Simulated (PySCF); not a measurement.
SiH3Cl, SMILES [SiH3]Cl. Atoms are numbered in the order given.

```xyz
5

Si     0.0000     0.0000    -0.9919
Cl     0.0000     0.0000     1.0744
H      1.2122     0.6999    -1.4596
H     -1.2122     0.6999    -1.4596
H      0.0000    -1.3997    -1.4596
```

Coordinates come from a B3LYP-D3(BJ)/def2-TZVP optimisation. The isomer is the one that the SMILES or the coordinates give; other isomers of the formula were not compared.

Method: PBE0/pcJ-1 (PySCF).

Isotropic couplings with Fermi-contact, spin-dipole and both spin-orbit terms, one fixed conformer, no vibrational averaging. Isotopes: 1H, 29Si.

### Question
Estimate the spin–spin coupling constants. (Estimate from the structure and the level; the computed values follow.)

### Answer

```json
[
 {"pair": "Si1–H3", "bonds apart": "1", "J (Hz)": "-231.3"},
 {"pair": "Si1–H4", "bonds apart": "1", "J (Hz)": "-231.3"},
 {"pair": "Si1–H5", "bonds apart": "1", "J (Hz)": "-231.2"},
 {"pair": "H3–H4", "bonds apart": "2", "J (Hz)": "9.1"},
 {"pair": "H3–H5", "bonds apart": "2", "J (Hz)": "9.1"},
 {"pair": "H4–H5", "bonds apart": "2", "J (Hz)": "9.1"}
]
```
